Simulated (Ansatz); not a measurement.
A nudged elastic band was laid between two geometries of AlH5N2O + BrH (11 atoms, charge 0, multiplicity 1).

Computed with RHF/def2-SVP in Ansatz 0.2.0.

```json
{"movable images": "7", "climbing image": "yes", "spring": "5.0 eV/Å²", "optimiser": "quadratic models (default)", "start path": "through a guess of the saddle point", "force threshold": "0.05 eV/Å", "iteration limit": "60", "end points": "relaxed"}
```

Image 0:

```xyz
11
Properties=species:S:1:pos:R:3
Al -0.438 -0.242 0.157
O 0.384 1.189 0.616
N 0.233 -1.116 -1.215
N -1.871 -0.768 1.045
H 2.046 1.771 -0.272
Br 3.245 2.059 -0.982
H 0.157 1.787 1.307
H -0.121 -1.966 -1.607
H 1.048 -0.823 -1.720
H -2.277 -0.300 1.832
H -2.405 -1.590 0.839
```

Image 8:

```xyz
11
Properties=species:S:1:pos:R:3
Al 0.336 -0.259 0.050
O 0.026 1.716 -0.192
N 0.287 -1.057 -1.538
N -1.029 -0.449 1.213
H 0.748 2.315 -0.042
Br 2.463 -0.009 0.974
H -0.691 1.935 0.395
H -0.515 -1.511 -1.931
H 1.076 -1.182 -2.142
H -0.877 -0.471 2.205
H -1.823 -1.028 1.007
```

**Question.** Which bonds break or form, and what moves?

**Answer.** Bonds broken: H5–Br6. Bonds formed: Al1–Br6, O2–H5. AlH5N2O + BrH becomes AlBrH6N2O.

**Question.** What energy profile does the band end with?

**Answer.** The forces met the threshold. The highest image is number 3 of 0 to 8, 0.42 eV above the first end and 1.43 eV above the last; the last end lies 1.01 eV below the first. A vibrational analysis at the climbing image gives one clearly imaginary mode, 293i cm⁻¹: a first-order saddle point. The orbitals stay closed-shell, which can raise the energy where a bond breaks towards radicals; this wasn't checked here.

| image | path coordinate (Å) | energy (eV) | H5–Br6 (Å) | Al1–Br6 (Å) | O2–H5 (Å) |
| --- | --- | --- | --- | --- | --- |
| 0 | 0.00 | 0.00 | 1.42 | 4.49 | 1.97 |
| 1 | 0.83 | 0.01 | 1.42 | 4.46 | 1.97 |
| 2 | 1.66 | 0.04 | 1.43 | 4.14 | 1.87 |
| 3 | 2.49 | 0.42 | 1.77 | 3.70 | 1.13 |
| 4 | 3.19 | 0.27 | 1.99 | 3.18 | 1.01 |
| 5 | 3.89 | -0.38 | 2.22 | 2.60 | 0.97 |
| 6 | 4.59 | -0.85 | 2.62 | 2.39 | 0.95 |
| 7 | 5.29 | -1.00 | 2.92 | 2.35 | 0.95 |
| 8 | 5.99 | -1.01 | 3.06 | 2.33 | 0.95 |

**Question.** What is the geometry of the highest image?

**Answer.** 
```xyz
11
Properties=species:S:1:pos:R:3
Al -0.362 -0.196 -0.040
O 0.238 1.473 0.202
N 0.206 -1.010 -1.474
N -1.545 -0.692 1.157
H 1.357 1.519 0.062
Br 3.079 1.161 -0.093
H -0.041 2.102 0.854
H -0.154 -1.857 -1.867
H 1.069 -0.754 -1.919
H -1.893 -0.141 1.917
H -1.954 -1.607 1.199
```

**Question.** What are the harmonic wavenumbers there?

**Answer.** 293i, 20, 101, 180, 198, 209, 270, 323, 346, 486, 509, 576, 649, 703, 739, 810, 925, 1008, 1110, 1592, 1660, 1676, 3785, 3797, 3878, 3882, 4157 cm⁻¹.

The band took 17 iterations and about 8 core-minutes.

Time of the run: 4.1 min on 2 threads of Arm Neoverse V1 (shared host), peak memory 0.32 GiB.
